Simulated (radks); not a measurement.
Species: Eu34+. Configuration: [Ar] 3d10 4s1 (the NIST ground configuration).

All-electron calculation, Dirac Kohn-Sham, PBE, spin-unpolarised, spherical densities, point nucleus. Program: a radial shooting solver on a logarithmic mesh with Libxc functionals.

Energy parts (hartree):
part                       energy
total                 -10194.6974
kinetic                11131.7382
electron-nucleus      -23427.6247
Hartree                 2296.0415
exchange-correlation    -194.8524

Orbitals (lengths in bohr, moments of r in powers of bohr; r(max) is where P^2 peaks; r(90%) holds 90 % of the orbital's charge):
orbital,occ.,eigenvalue (hartree),<1/r>,r(max),r(90%),<r^2>
1s1/2,2,-1826.438,70.25,0.01419,0.0403,0.0006789
2s1/2,2,-340.8646,16.76,0.08062,0.147,0.01057
2p1/2,2,-326.1683,16.73,0.06098,0.130,0.007683
2p3/2,4,-302.2335,14.85,0.06669,0.139,0.008910
3s1/2,2,-110.7769,6.211,0.2269,0.359,0.06848
3p1/2,2,-104.5006,6.129,0.2138,0.350,0.06351
3p3/2,4,-99.41676,5.657,0.2255,0.367,0.06994
3d3/2,4,-88.75949,5.535,0.1786,0.337,0.05510
3d5/2,6,-87.63166,5.417,0.1819,0.341,0.05686
4s1/2,1,-52.85537,2.998,0.4869,0.698,0.2742

The highest occupied level is 4s1/2 at -1438.3 eV. The density falls to 0.001 e/bohr^3 at r = 1.07 bohr. Summed over all electrons, <r^2> = 1.453 bohr^2, which gives a Langevin (diamagnetic) susceptibility term of -1.15 x 10^-6 cm^3/mol. For comparison, the ionisation energy in NIST's Atomic Spectra Database is 1456.1 eV (semi-empirical). In exact Kohn-Sham theory the highest level is minus the ionisation energy, but local and semilocal functionals leave it too shallow, through self-interaction and a potential that decays too fast; potentials with the right tail come closer.

Beside tabulated values, note that spin-unpolarised runs miss the spin-polarisation part of the exchange energy of open shells.
